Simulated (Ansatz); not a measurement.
Reaction (isomerisation): `OC1=NC[SiH2]1` → `OC1N=C1[SiH3]`

Computed with Ansatz on PBE0-D4/def2-TZVP structures; ΔE is electronic, products minus reactants. CCSD(T)/CBS adds triple-zeta CCSD(T) − MP2 to the extrapolated MP2 energy (def2 sets, frozen cores). DFT in def2-TZVPP. B3LYP here is the variant with VWN-RPA as its local correlation; programs differ in this. One conformer a species, not always the lowest.

| level | ΔE (kJ/mol) |
| --- | --- |
| r2SCAN-D4 | 109.9 |
| B3LYP-D4 | 105.9 |
| ωB97M-V | 108.6 |
| PBE0 | 112.0 |
| MP2/def2-TZVPP | 102.8 |
| HF/def2-QZVPP | 95.3 |
| SCS-MP2/def2-QZVPP | 99.2 |
| MP2/CBS(def2) | 105.5 |

Question: What does CCSD(T)/CBS give? (Estimate.)

Answer: Ansatz gave: +105.8 kJ/mol. The listed levels differ from it by 4.1, 0.1, 2.8, 6.2, -3.0, -10.5, -6.6, -0.3 kJ/mol.

Largest T1 diagnostic among the species: 0.014.

In def2-TZVPP, CCSD(T) changes the Hartree–Fock value by +8.0 kJ/mol (the triples alone add +1.7 kJ/mol) and MP2 by +7.6 kJ/mol.
